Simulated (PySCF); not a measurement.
## Finite-field polarisability of Mg (magnesium, neutral)

[Ne] 3s2, closed-shell 1S. All numbers are calculated (PySCF 2.14, no relativity, point nucleus, in aug-cc-pVTZ with one added diffuse shell each of s, p, d, f type (7s6p4d3f, 66 functions)). Frozen: [Ne]. Energy changes in a uniform field (μhartree):

| axis | F (au) | HF | MP2 | CCSD | CCSD(T) |
| --- | --- | --- | --- | --- | --- |
| x | 0.0016 | -104.113 | -98.507 | -95.799 | -95.799 |
| x | 0.0032 | -416.941 | -394.447 | -383.572 | -383.572 |

(1) Derive α along x at CCSD(T) from the two fields.

(2) And the mean polarisability at each level?

The same two fields give the second hyperpolarisability, to two digits from the fit; its basis error is larger: HF 150000, MP2 130000, CCSD 110000, CCSD(T) 110000 au.

CCSD(T) lies more than 5 % above the reference; correlation of the frozen inner shells, absent here, would lower it.

## Answers

(1) With ΔE = −αF²/2 − γF⁴/24, α = −(16 ΔE(F) − ΔE(2F))/(6F²) = 74.82 bohr³.

(2) HF 81.31, MP2 76.93, CCSD 74.82, CCSD(T) 74.82 bohr³. Reference: 71.2 ± 0.4 bohr³ (recommended; Schwerdtfeger and Nagle, table of static dipole polarizabilities (2023 update)).
